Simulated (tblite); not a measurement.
Species: 3-(methylthio)thiophene, C₅H₆S₂.
Bonds: C1–S2, S2–C3, C3–C4 (aromatic), C4–C5 (aromatic), C5–S6 (aromatic), S6–C7 (aromatic), C3–C7 (aromatic). Hydrogens: H8, H9, H10 on C1; H11 on C4; H12 on C5; H13 on C7.

Computed with GFN2-xTB (tblite), gas phase: nudged elastic band of 9 images (0 to 8), spring 0.2 eV/Å², climbing image at the end, force threshold 0.05 eV/Å. The top image wasn't refined or checked by frequencies; at this threshold it can lie a kcal/mol or more above the true saddle point of the method.

The band describes a rotation about C3–S2 (substituted aromatic carbon, sulfide sulfur), followed by the dihedral C4–C3–S2–C1, from the optimised start (180°) to a second optimised geometry at -25°.

**Question.** How does the energy change from image to image?

**Answer.** 
```tsv
image	dihedral (°)	E (kcal/mol)	C3–S2 (Å)	C4···C1 (Å)	largest true force (eV/Å)
0	180	0.00	1.757	4.14	0.01
1	-161	0.35	1.759	4.12	0.03
2	-142	1.07	1.764	4.04	0.03
3	-123	1.68	1.771	3.90	0.03
4	-102	2.01	1.775	3.72	0.03
5	-82	1.90	1.774	3.51	0.03
6	-63	1.52	1.769	3.30	0.04
7	-43	1.35	1.765	3.13	0.04
8	-25	0.99	1.762	3.08	0.01
```

Barriers of this band. The top is image 4 at -102°: 2.01 kcal/mol forward and 1.02 kcal/mol back; the end lies 0.99 kcal/mol above the start. The central bond is 0.018 Å longer at the top than at the start.

**Question.** What rate follows at 298 K for crossing this barrier forward?

**Answer.** Taking the electronic barrier for the free energy of activation (no zero-point or entropy terms, transmission 1), rate = (kT/h)·exp(−ΔE/kT) ≈ 2 × 10^11 s⁻¹, whose inverse is 5 × 10^-12 s. An error of 1 kcal/mol in the barrier changes this by a factor of 5, and the method and the loose band can each miss by that much or more. The barrier is only 3.4 kT, where transition-state theory is rough.

**Question.** How would the two end points share their population at 298 K, from these energies alone?

**Answer.** exp(−ΔE/kT) with ΔE = 0.043 eV gives 0.19 for the higher one (end) against 1 for the lower, without vibrational, rotational or degeneracy terms. GFN2-xTB can put conformers this close in the wrong order.

**Question.** How long is the path, and how are the images spaced?

**Answer.** Cartesian distances between aligned neighbours (all atoms, Å): 0.75, 0.76, 0.78, 0.79, 0.79, 0.79, 0.80, 0.90; the sum is 6.36 Å, and the top lies 48 % of the way along.

What follows is the cost of the whole band run. Time: 5.1 s of wall time; peak memory 0.18 GiB. Hardware: Arm Neoverse N1, one thread, on a shared host.
